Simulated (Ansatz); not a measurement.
Isolated molecules relaxed with PBE0-D4/def2-TZVP in Ansatz; ΔE leaves out vibrations. CBS: MP2 limit from def2 TZ/QZ plus the TZ coupled-cluster correction, frozen cores. For Ge outer-core shells are correlated without core-valence functions, which leaves a few kJ/mol of doubt a bond. Scalar relativity is left out up to krypton. Each species was taken in one conformer, which may not be the lowest.

Consider the cleavage of the Ge–Al bond: `C[S][AlH][GeH3]` + `C=C[SiH2]S` → `C=C[SiH2][S][GeH3]` + `C[S][AlH2]`.

```csv
species,SCS-MP2/def2-QZVPP energy (Eh)
`C[S][AlH][GeH3]`,-2757.85153
`C=C[SiH2]S`,-766.46625
`C=C[SiH2][S][GeH3]`,-2843.53372
`C[S][AlH2]`,-680.79405
```

**Question.** Work out ΔE.

**Answer.** ΔE = (-2843.53372) + (-680.79405) − (-2757.85153) − (-766.46625) = -0.00999 Eh = -26.2 kJ/mol. CCSD(T)/CBS gives -18.5 kJ/mol.

Largest T1 diagnostic among the species: 0.012.

From PBE to PBE0 (25 % exact exchange), in def2-TZVPP and without D4, ΔE moves by −4.7 kJ/mol. The D4 term adds −9.1 kJ/mol with B3LYP and −4.7 kJ/mol with PBE0; it sums over pairs of atoms, weighted by their polarisabilities, and B3LYP, whose exchange is more repulsive, gets the larger term.

B3LYP here is the variant with VWN-RPA as its local correlation; programs differ in this.
